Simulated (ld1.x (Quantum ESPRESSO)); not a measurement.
## Varying the PAW potential for beryllium

Base potential:

```json
{
 "Element": "beryllium",
 "Generator": "ld1.x (Quantum ESPRESSO) 7.5",
 "Type": "PAW",
 "Functional": "PBE",
 "Relativity": "non-relativistic",
 "Frozen core": "none",
 "Valence charge": "4",
 "Reference configuration": "1s2 2s2 2p0",
 "Partial waves": "1s (bound): rcut 0.75, rcutus 0.80 bohr; 2s (bound): rcut 0.75, rcutus 0.80 bohr; 2p (bound, empty): rcut 3.15, rcutus 3.65 bohr; 2p channel at 4.65 Ry: rcut 3.15, rcutus 3.65 bohr",
 "Local potential": "all-electron potential smoothed inside 1.30 bohr (lloc = -2)",
 "Core correction": "none",
 "Augmentation charge": "BG, radius 0.70 bohr"
}
```

All-electron outer shells of the reference configuration (PBE, non-relativistic, ld1.x):

```csv
shell,level (eV),outermost node (bohr),outermost maximum (bohr)
1s,-106.20,–,0.27
2s,-5.61,0.59,2.04
2p,-2.02,–,2.28
```

Cutoffs, loose and tight: the cutoffs (Ry, on a coarse ladder) from which the occupation-weighted sum of valence levels, in a spherical-Bessel basis at the reference potential, stays within 10 and 1 mRy of its value at 400 Ry. They do not see the model core or the augmentation charge, which bear on the density cutoff. Test errors are all-electron minus pseudo excitation energies from the reference, over the configurations 1s2 2s1 2p0; 1s2 2s0 2p0; 1s2 2s1.5 2p0; 1s1 2s2 2p0; 1s2 2s0 2p2; 1s2 2s0 2p1; 1s2 2s1 2p1. A dash means not determined; rows that change the core or the reference have their own tests. The largest error is taken over the tests solved by every variant that gives reliable tests at all: 1s1 2s2 2p0; 1s2 2s0 2p0; 1s2 2s1 2p0; 1s2 2s1.5 2p0.

A true bound ghost makes a file unfit for plane-wave use even where its test errors are small: the radial tests pick states by their node count and pass the ghost by.

Cutoffs are not given where the Bessel-basis levels miss the radial ones by over 6 mRy, ghosts where they miss by over 20 mRy; a channel whose overlap is not positive is not tested.

```tsv
change	outcome	cutoff, loose	cutoff, tight	bound ghosts	largest test error (meV)
base	generated	120 Ry	160 Ry	none	-55
waves 2p (bound): rcut 2.32, rcutus 2.46 bohr; 2p channel at 4.65 Ry: rcut 2.32, rcutus 2.46 bohr	generated	120 Ry	160 Ry	none	-55
waves 2p (bound): rcut 2.56, rcutus 2.72 bohr; 2p channel at 4.65 Ry: rcut 2.56, rcutus 2.72 bohr	generated	120 Ry	160 Ry	none	-55
waves 2p (bound): rcut 2.98, rcutus 3.16 bohr; 2p channel at 4.65 Ry: rcut 2.98, rcutus 3.16 bohr	generated	120 Ry	160 Ry	none	-55
waves 2p (bound): rcut 3.15, rcutus 3.44 bohr; 2p channel at 4.65 Ry: rcut 3.15, rcutus 3.44 bohr	generated	120 Ry	160 Ry	none	-55
waves 2p (bound): rcut 3.15, rcutus 3.82 bohr; 2p channel at 4.65 Ry: rcut 3.15, rcutus 3.82 bohr	generated	120 Ry	160 Ry	none	-55
waves 2p (bound): rcut 3.15, rcutus 4.02 bohr; 2p channel at 4.65 Ry: rcut 3.15, rcutus 4.02 bohr	generated	120 Ry	160 Ry	none	-55
waves 2p (bound): rcut 3.15, rcutus 4.48 bohr; 2p channel at 4.65 Ry: rcut 3.15, rcutus 4.48 bohr	generated	120 Ry	160 Ry	none	-55
waves 2p (bound): rcut 3.15, rcutus 4.78 bohr; 2p channel at 4.65 Ry: rcut 3.15, rcutus 4.78 bohr	generated	120 Ry	160 Ry	none	-55
```

What comes out with this change to the base: waves 2p (bound): rcut 3.15, rcutus 5.44 bohr; 2p channel at 4.65 Ry: rcut 3.15, rcutus 5.44 bohr?

outcome: generated, overlap not positive; bound ghosts: not determined (overlap not positive); largest test error (meV): -55. A file whose overlap is not positive is unfit for use, and its test errors describe a broken file.

What comes out with this change to the base: waves 2p (bound): rcut 3.15, rcutus 5.12 bohr; 2p channel at 4.65 Ry: rcut 3.15, rcutus 5.12 bohr?

outcome: generated; cutoff, loose: 120 Ry; cutoff, tight: 160 Ry; bound ghosts: p; largest test error (meV): -55.

Reading the sweep of the p radius (base included, trends over the rows without a ghost): The loose cutoff stays near 120 Ry. The median size of the test errors (rows with all tests solved) rises from 0.4 meV at 2.46 to 21.9 meV at 3.44 bohr. More of the atom is replaced by a form fitted at one configuration, so other configurations suffer as the radius grows. Bound ghosts are found at 5.12 bohr.
